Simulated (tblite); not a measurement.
Species: C5H11NSi.
Cartesian coordinates in Å at the GFN2-xTB level; atoms count from 1:
```
atom  x, y, z in Å
C1    -1.1243   -1.5784   -0.9524
C2    -1.0357   -0.3314   -0.5418
C3    -2.0389    0.7157   -0.1382
C4    -0.8880    1.5419    0.4642
C5     0.1326    0.5531   -0.1501
N6     1.1250    0.0152    0.7326
Si7    2.6326   -0.6198    0.2072
H8    -0.2438   -2.1721   -1.1331
H9    -2.0756   -2.0552   -1.1247
H10   -2.8067    0.3827    0.5591
H11   -2.5251    1.1947   -0.9874
H12   -0.8705    1.5243    1.5519
H13   -0.8087    2.5709    0.1230
H14    0.6475    0.9670   -1.0206
H15    0.6985   -0.3966    1.5501
H16    3.3481   -0.9055    1.4484
H17    3.2552    0.4382   -0.5894
H18    2.5689   -1.8383   -0.6172
```

Computed values, GFN2-xTB/tblite, gas phase, harmonic and unscaled. Errors from tens to a few hundred cm⁻¹ against measured bands are possible. Modes of hydrogen on silicon can be 10 to 20 % off. One conformer, not necessarily the lowest.

Harmonic wavenumbers (cm⁻¹): 54.8, 71.4, 110.4, 198.9, 216.2, 319.1, 369.1, 479.8, 533.1, 570.0, 591.2, 669.0, 690.0, 748.5, 790.2, 813.1, 825.2, 846.4, 891.5, 925.8, 932.5, 982.4, 1024.0, 1034.1, 1077.0, 1165.2, 1179.3, 1191.6, 1195.1, 1228.5, 1234.6, 1262.3, 1383.8, 1404.6, 1453.7, 1476.9, 1773.3, 2167.4, 2254.0, 2275.2, 2943.0, 2981.9, 3000.0, 3017.4, 3023.0, 3090.8, 3117.5, 3435.0.

A = 4067, B = 1349, C = 1076 MHz; mass 113.066 u (most abundant isotopes); point group C1, symmetry number 1.

Task: What is the zero-point energy?

Result: ½Σν̃ = 31509 cm⁻¹ = 376.93 kJ/mol.

Task: What is S at 350 K and 1 bar for an ideal gas of classical rigid rotors and harmonic oscillators?

Result: Translation 171.15, rotation 120.78, vibration 118.48: S = 410.4 J/(mol K).

Task: And Cp and H(350 K) − H(0)?

Result: Cp = 168.47 J/(mol K), of which vibrations give 135.21 (their classical limit is 48 R = 399.1); H(350 K) − H(0) = 33.85 kJ/mol without the zero-point energy, 22.21 from vibrations.

Task: What must be added to the electronic energy to get the Gibbs energy at 350 K and 1 bar?

Result: ZPE + [H(350 K) − H(0)] − T·S = 376.93 + 33.85 − 143.65 = 267.13 kJ/mol.

Task: How do the functions run with temperature in this model?

Result: 
| T (K) | S (J/(mol K)) | Cp (J/(mol K)) | H − H(0) (kJ/mol) | G − H(0) (kJ/mol) | ln q(vib) |
| --- | --- | --- | --- | --- | --- |
| 100 | 278.9 | 67.9 | 5.03 | -22.86 | 1.40 |
| 200 | 336.2 | 103.1 | 13.49 | -53.75 | 3.45 |
| 300 | 386.1 | 146.8 | 25.96 | -89.88 | 5.54 |
| 500 | 480.2 | 223.7 | 63.46 | -176.66 | 9.96 |
| 800 | 602.5 | 295.4 | 142.34 | -339.67 | 16.65 |
| 1000 | 671.9 | 326.0 | 204.65 | -467.25 | 20.89 |

q(vib) and H(0) count from the zero-point level.

Task: Blend soft modes into free rotors: weight 1/[1 + (100 cm⁻¹/ν̃)⁴] for the oscillator and the rest for a rotor with moment μB/(μ + B), μ = h/(8π²ν), B = 10⁻⁴⁴ kg m². What vibrational entropy results?

Result: 108.64 J/(mol K) in place of 118.48, which changes −T·S at 350 K by +3.45 kJ/mol.

Hindered rotation and anharmonicity are outside this model. Other conformers, if any are populated, would add a mixing term that is left out. The structure is chiral; the term R ln 2 for an equal mix with its mirror image is left out.

The run took 1.8 s on Intel Xeon at 2.50 GHz, one thread, shared host with 64 logical CPUs at a one-minute load of 60. The figure is for the frequency step alone.
